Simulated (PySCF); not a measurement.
Molecule: SMILES C(#C)[C@H]1C[CH2][AlH][CH2]1, C6H9Al.

Bonds (- single, = double, # triple, : aromatic): C1#C2, C2-C3, C3-C4, C4-C5, C5-Al6, Al6-C7, C7-C3. C1 carries H8; C3 carries H9; C4 carries H10, H11; C5 carries H12, H13; Al6 carries H14; C7 carries H15, H16. Stereochemistry as in C#C[C@H]1C[CH2][AlH][CH2]1. H10, H13, H16 are cis to C2 on the ring; H11, H12, H15 are trans to C2 on the ring.

Frames of a GFN2-xTB Langevin trajectory at 600 K; GIAO PBE0/pcSseg-1 shieldings in PySCF, gas phase, non-relativistic; equivalent atoms averaged within each frame.

References, each an isolated molecule treated in the same way: $^{13}$C (186.93 ppm), $^{1}$H (31.72 ppm) vs TMS; $^{27}$Al (489.97 ppm) vs AlH4-. The references are static minima.

Question: How do the shifts (ppm) fluctuate along the trajectory?

Answer: 
```
         time (fs)     C2    C1    C4    C3    C7    C5    Al6   H14   H10   H11
optimised geometry   98.6  86.1  33.3  31.7  19.7   5.2  174.0  5.39  2.35  1.45
               250  107.8  87.1  57.6  34.7  29.8   2.7  204.7  6.24  3.71  3.48
               425   97.0  78.2  38.2  31.8  30.1  11.7  230.0  5.74  3.72  2.07
               625  112.5  75.4  49.5  29.4  21.8   8.8  228.6  5.90  4.77  2.48
               800  102.5  92.2  39.1  41.0  43.0  24.4  212.0  5.88  1.96  1.78
              1000  103.6  90.9  30.3  38.7  26.5  15.0  190.9  6.18  1.51  1.34
    mean of frames  104.7  84.8  42.9  35.1  30.2  12.5  213.2  5.99  3.13  2.23
standard deviation    5.8   7.6  10.6   4.8   7.9   8.1   16.5  0.21  1.36  0.81
```

5 frames give an uncertainty of the mean of about the standard deviation over 2.2 at best, since frames this close in time may not be independent; classical motion lacks zero-point vibration, and the reference would need the same averaging.
